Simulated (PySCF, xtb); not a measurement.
CH₅ClGaNO, SMILES C[O][Ga]([NH2])[Cl].

GFN2-xTB (xtb) at its own geometry gives an orbital gap of 3.65 eV and a dipole moment of 3.12 D.

Geometry: r2SCAN-D4/def2-SVP. The structure was generated by enumeration; whether it is a known compound was not checked. One conformer was computed; it need not be the lowest.

Q: What does PySCF with PBE0/def2-TZVP give? (Estimate from the structure and the level; the computed values follow.)

A: gap 7.06 eV (levels -7.75 and -0.69 eV), dipole 3.33 D.
